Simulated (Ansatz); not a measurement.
Ansatz (an electronic-structure program) input (HF/3-21G): The .json file is the Basis Set Exchange's 3-21G.

Ansatz 0.2 input:
```yaml
crystal:
  periodic: [false, false, false]
  atoms:
    - {symbol: O, position_ang: [-0.64551000, 1.33350500, -0.72187400]}
    - {symbol: Si, position_ang: [-0.04502500, 0.14476100, 0.27139700]}
    - {symbol: O, position_ang: [1.51930800, -0.08036900, -0.15587400]}
    - {symbol: O, position_ang: [-0.87024800, -1.26914500, 0.26613900]}
    - {symbol: H, position_ang: [-0.24734900, 0.73747200, 1.60649200]}
    - {symbol: H, position_ang: [1.92111600, -0.92822500, 0.05110300]}
    - {symbol: H, position_ang: [-1.07181800, -1.70782500, -0.56427500]}
basis:
  gaussian:
    orbitals: 3-21G.json
hamiltonian:
  xc: {name: HF}
magnetization: {spin_polarized: true, initial_magnetization: 1}
relax: {f_tol: 0.003, max_steps: 120}
```

From the output:

```
relax step  19: F+E_penalty+E_count = -13947.94722730 eV  Δ(F+E_penalty+E_count) = -1.091e-4 eV  max|allowed force component| = 9.202e-3 eV/Å  Δτ_max = 0.0053 Å  (65 SCF iters, accepted)
these checks for a lower state are left out or cut short: starts, cluster_reference, orbital_swaps, neighbouring_geometries, increment
integrals: 0.01 GiB planned
490 factors; integrals over basis functions are off by at most 2.3e-4 eV
mean field: 0.14 GiB planned
mean field -13947.94738582 eV, -512.5776121705 hartree, gradient 6.2e-6 eV, S^2 0.753295; 0 other end points of the search recorded, 0 dependent functions left out
the calculation of the forces begins
reference -13947.94738582 eV, -512.5776121705 hartree; 21, 20 occupied and 25, 26 virtual orbitals, 490 factors
relax step  20: F+E_penalty+E_count = -13947.94738582 eV  Δ(F+E_penalty+E_count) = -1.585e-4 eV  max|allowed force component| = 7.552e-3 eV/Å  Δτ_max = 0.0158 Å  (64 SCF iters, accepted)
these checks for a lower state are left out or cut short: starts, cluster_reference, orbital_swaps, neighbouring_geometries, increment
integrals: 0.01 GiB planned
490 factors; integrals over basis functions are off by at most 2.3e-4 eV
mean field: 0.14 GiB planned
mean field -13947.94738385 eV, -512.5776120980 hartree, gradient 7.4e-6 eV, S^2 0.753303; 0 other end points of the search recorded, 0 dependent functions left out
the calculation of the forces begins
reference -13947.94738385 eV, -512.5776120980 hartree; 21, 20 occupied and 25, 26 virtual orbitals, 490 factors
relax step  21: F+E_penalty+E_count = -13947.94738385 eV  Δ(F+E_penalty+E_count) = +1.971e-6 eV  max|allowed force component| = 3.548e-2 eV/Å  Δτ_max = 0.0100 Å  (65 SCF iters, rejected (line search))
these checks for a lower state are left out or cut short: starts, cluster_reference, orbital_swaps, neighbouring_geometries, increment
integrals: 0.01 GiB planned
490 factors; integrals over basis functions are off by at most 2.3e-4 eV
mean field: 0.14 GiB planned
mean field evaluation 384: about -13947.6914 eV, gradient 3.0e-3 eV
mean field -13947.94741698 eV, -512.5776133157 hartree, gradient 5.9e-6 eV, S^2 0.753297; 0 other end points of the search recorded, 0 dependent functions left out
the calculation of the forces begins
reference -13947.94741698 eV, -512.5776133157 hartree; 21, 20 occupied and 25, 26 virtual orbitals, 490 factors
relax step  22: F+E_penalty+E_count = -13947.94741698 eV  Δ(F+E_penalty+E_count) = -3.116e-5 eV  max|allowed force component| = 1.716e-3 eV/Å  Δτ_max = 0.0048 Å  (65 SCF iters, accepted)
these checks for a lower state are left out or cut short: starts, cluster_reference, orbital_swaps, neighbouring_geometries, increment
integrals: 0.01 GiB planned
490 factors; integrals over basis functions are off by at most 2.3e-4 eV
mean field: 0.14 GiB planned
mean field -13947.94742637 eV, -512.5776136606 hartree, gradient 6.3e-6 eV, S^2 0.753299; 0 other end points of the search recorded, 0 dependent functions left out
the calculation of the forces begins
reference -13947.94742637 eV, -512.5776136606 hartree; 21, 20 occupied and 25, 26 virtual orbitals, 490 factors
relax step  23: F+E_penalty+E_count = -13947.94742637 eV  Δ(F+E_penalty+E_count) = -9.386e-6 eV  max|allowed force component| = 5.130e-3 eV/Å  Δτ_max = 0.0080 Å  (65 SCF iters, accepted)
these checks for a lower state are left out or cut short: starts, cluster_reference, orbital_swaps, neighbouring_geometries, increment
integrals: 0.01 GiB planned
490 factors; integrals over basis functions are off by at most 2.3e-4 eV
mean field: 0.14 GiB planned
mean field evaluation 416: about -13947.9474 eV, gradient 1.3e-5 eV
mean field -13947.94742300 eV, -512.5776135368 hartree, gradient 6.4e-6 eV, S^2 0.753301; 0 other end points of the search recorded, 0 dependent functions left out
the calculation of the forces begins
reference -13947.94742300 eV, -512.5776135368 hartree; 21, 20 occupied and 25, 26 virtual orbitals, 490 factors
relax step  24: F+E_penalty+E_count = -13947.94742300 eV  Δ(F+E_penalty+E_count) = +3.370e-6 eV  max|allowed force component| = 1.093e-2 eV/Å  Δτ_max = 0.0016 Å  (61 SCF iters, rejected (line search))
these checks for a lower state are left out or cut short: starts, cluster_reference, orbital_swaps, neighbouring_geometries, increment
integrals: 0.01 GiB planned
490 factors; integrals over basis functions are off by at most 2.3e-4 eV
mean field: 0.14 GiB planned
mean field -13947.94742784 eV, -512.5776137148 hartree, gradient 6.5e-6 eV, S^2 0.753299; 0 other end points of the search recorded, 0 dependent functions left out
the calculation of the forces begins
reference -13947.94742784 eV, -512.5776137148 hartree; 21, 20 occupied and 25, 26 virtual orbitals, 490 factors
relax step  25: F+E_penalty+E_count = -13947.94742784 eV  Δ(F+E_penalty+E_count) = -1.474e-6 eV  max|allowed force component| = 1.494e-3 eV/Å  Δτ_max = 0.0008 Å  (68 SCF iters, accepted)
integrals: 0.01 GiB planned
490 factors; integrals over basis functions are off by at most 2.3e-4 eV
mean field: 0.14 GiB planned
mean field evaluation 448: about -13947.8639 eV, gradient 8.8e-1 eV
mean field evaluation 480: about -13947.8807 eV, gradient 5.8e-1 eV
mean field evaluation 512: about -13941.5718 eV, gradient 6.3e0 eV
mean field evaluation 544: about -13947.9474 eV, gradient 2.3e-3 eV
mean field -13947.94742784 eV, -512.5776137148 hartree, gradient 6.6e-6 eV, S^2 0.753299; 4 other end points of the search recorded, 0 dependent functions left out
the calculation of the forces begins
reference -13947.94742784 eV, -512.5776137148 hartree; 21, 20 occupied and 25, 26 virtual orbitals, 490 factors
Total energy: -13947.94742784 eV, -512.5776137148 hartree
Atom 0 at    -0.562329     1.165256    -0.880084 Å, force    -0.000131     0.000206    -0.000100 eV/Å
Atom 1 at    -0.002130     0.081332     0.332996 Å, force    -0.001065    -0.000187    -0.000071 eV/Å
Atom 2 at     1.623752    -0.117673     0.287344 Å, force    -0.000351     0.000450     0.000603 eV/Å
Atom 3 at    -0.725966    -1.371552     0.047270 Å, force    -0.000685    -0.000554    -0.000182 eV/Å
Atom 4 at    -0.364008     0.732923     1.587041 Å, force     0.000210    -0.000056    -0.000119 eV/Å
Atom 5 at     2.161072    -0.689306    -0.262013 Å, force     0.000528    -0.000704    -0.000580 eV/Å
Atom 6 at    -1.569916    -1.570806    -0.359447 Å, force     0.001494     0.000844     0.000449 eV/Å
Dipole moment:    -0.162325    -0.367288    -0.097427 e Å
```

The geometry given is a B3LYP-D3(BJ)/def2-TZVP minimum.
